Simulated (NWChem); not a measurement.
sulfur hexafluoride (SF6); SMILES FS(F)(F)(F)(F)F

Results from NWChem. Medium grid unless said otherwise, to which SCAN and Minnesota functionals are sensitive. Coordinates come from a PBE0/def2-SVP optimisation. Total energies of different functionals are on different scales.

```tsv
level	energy (Ha)	highest occupied level (eV)	orbital gap (eV)
LDA (Slater exchange, VWN5)/def2-TZVPD	-992.4100	-10.42	7.04
PBE/def2-TZVPD	-996.7712	-10.17	…
BLYP/def2-TZVPD	-997.4378	-10.13	7.07
TPSS/def2-TZVPD	-997.5443	-10.32	7.47
r2SCAN/def2-TZVPD	-997.2332	-10.74	8.06
B3LYP/def2-TZVPD	-997.4855	-12.13	9.89
PBE0/def2-TZVPD	-996.7856	-12.44	10.67
M06-2X/def2-TZVPD	-997.2587	-14.76	14.14
CAM-B3LYP/def2-TZVPD	-997.3686	-14.06	13.29
Hartree-Fock/def2-TZVPD	-994.3459	-18.46	20.05
```

Q: What belongs in the gaps?

A: 
- PBE/def2-TZVPD, orbital gap (eV): 7.13
